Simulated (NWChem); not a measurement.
# GeH$_{3}$TeI; SMILES [GeH3][Te]I

Results from NWChem. The geometry was optimised at PBE0/def2-SVP. No frequency run checked for a minimum. def2 effective core potentials on Te, I; no spin-orbit coupling. Ions are spin-unrestricted doublets at the neutral geometry; other ion states weren't tried.

For level PBE0/def2-SVP:

vertical ionisation energy, ΔSCF (eV): 8.21
−ε(HOMO) (eV): 6.30

Task: What are these values for level PBE/def2-SVP?

Result: The vertical ionisation energy, ΔSCF (eV) comes out as 7.97 and the −ε(HOMO) (eV) comes out as 5.22.
